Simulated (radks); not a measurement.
The numbers below are computed, except where a source is named.
Spherical quantum dot in the effective-mass picture: electrons in a parabolic well V = omega^2 r^2 / 2 with omega = 0.156, all in effective atomic units (hartree* = m*/eps^2 hartree, bohr* = eps/m* bohr), one dielectric constant everywhere. Level of theory: non-relativistic Kohn-Sham, LDA (Slater exchange, Perdew-Wang correlation), spin-polarised, spherical densities (a radial shooting solver with Libxc functionals). Levels are named by radial order and angular momentum (1s, 1p, 1d, 2s, ...), and open shells are averaged over m.

N = 26, configuration 1s2 1p6 1d10 2s2 1f(up 6, down 0). This is the lowest configuration that the search found. Occupied and some empty levels:

| level | occupation | eigenvalue (hartree*) | <r> (bohr*) |
|---|---|---|---|
| 1s up | 1 | 3.6202 | 6.429 |
| 1s down | 1 | 3.6303 | 6.097 |
| 1p up | 3 | 3.6514 | 7.420 |
| 1p down | 3 | 3.6650 | 7.274 |
| 1d up | 5 | 3.6928 | 8.060 |
| 1d down | 5 | 3.7082 | 8.007 |
| 2s up | 1 | 3.7198 | 6.090 |
| 2s down | 1 | 3.7272 | 6.282 |
| 1f up | 6 | 3.7433 | 8.549 |
| 1f down | 0 | 3.7594 | 8.545 |
| 2p up | 0 | 3.7847 | 6.911 |
| 2p down | 0 | 3.7924 | 6.956 |
| 1g up | 0 | 3.8018 | 8.958 |
| 1g down | 0 | 3.8180 | 8.981 |
| 2d up | 0 | 3.8540 | 7.634 |
| 2d down | 0 | 3.8629 | 7.629 |

Energy (hartree*): total 57.9728, kinetic 2.4399, external 20.272, Hartree 39.376, exchange-correlation -4.1150.
